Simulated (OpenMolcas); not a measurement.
# O2+: effect of correlating more closed shells

```json
{
  "Program": "OpenMolcas",
  "Basis": "ANO-R2 [4s4p2d1f]",
  "Scalar Hamiltonian": "X2C, finite nucleus",
  "Active space": "2 electrons in 3 orbitals (2p)",
  "State averaging": "2S+1 = 3 even, 3 roots; 2S+1 = 1 even, 6 roots",
  "Spin-orbit coupling": "RASSI with atomic mean-field integrals over the reference wave functions, term energies averaged over their components"
}
```

Methods on the same reference wave functions:
A. CASSCF
B. SS-CASPT2, IPEA 0.25 Eh, imaginary shift 0.1 Eh (closed shells correlated: 2s)
C. SS-CASPT2, IPEA 0.25 Eh, imaginary shift 0.1 Eh (closed shells correlated: 1s 2s)

Energies in cm⁻¹ above 2s² 2p² ³P₀, the measured ground level; measured values from Moore, Selected Tables of Atomic Spectra, NSRDS-NBS 3, section 11.

```
      Level      A      B      C  Measured
2s² 2p² ³P₀    0.0    0.0    0.0       0.0
2s² 2p² ³P₁    110    110    110       113
2s² 2p² ³P₂    326    326    326          
2s² 2p² ¹D₂  22805  20620  20640     20273
2s² 2p² ¹S₀  56214  46690  46670     43186
```

Deviations, from unrounded energies. A percentage is the sum of absolute deviations over the sum of measured energies, with the sign that they share, or ± where signs differ.

```csv
Against measurement,Levels,A,B,C
mean absolute deviation (cm-1),3,5200,1300,1300
fine structure of the ground term (%),1,-2.8,-2.6,-2.5
other terms of the ground configuration (%),2,+24.5,+6.1,+6.1
```

B, C lie about equally close to measurement and A furthest from it. The largest miss of B in the table is 2s² 2p² ¹S₀, by +3500 cm-1. The ranking rests on the paired levels alone, and a cruder setting can come out closer through cancelling errors.

Between B and C the level of the table that moves most is 2s² 2p² ¹D₂, by 23 cm-1 (lowest in B, highest in C). Moves below CASPT2's spread within the term are not significant.

The two smallest mean deviations differ by little beside CASPT2's spread within terms, so their order carries little weight.

From A to B the spin-free energies of the other terms of 2s² 2p² shown, above ³P, scale by factors of 0.83 to 0.90.

The lowest spin-free term lies below A's lowest term by 0.086 hartree in B, 0.097 hartree in C.

What an inner shell adds also hangs on whether the basis holds functions to correlate it.

Term energies are means over components that CASPT2 splits; among the terms shown or strongly mixed into the levels shown the widest spread is 80 cm-1 (2s² 2p² ¹D, C). With the s shell closed, the reference lacks s² → p² mixing. Measured partners are found by configuration, term and J. A level has none where our copy of the source lacks it or the pairing is in doubt (some pairs that miss far off the trend of their configuration count as doubtful), and it then counts in no deviation. Only configurations of the active space appear.
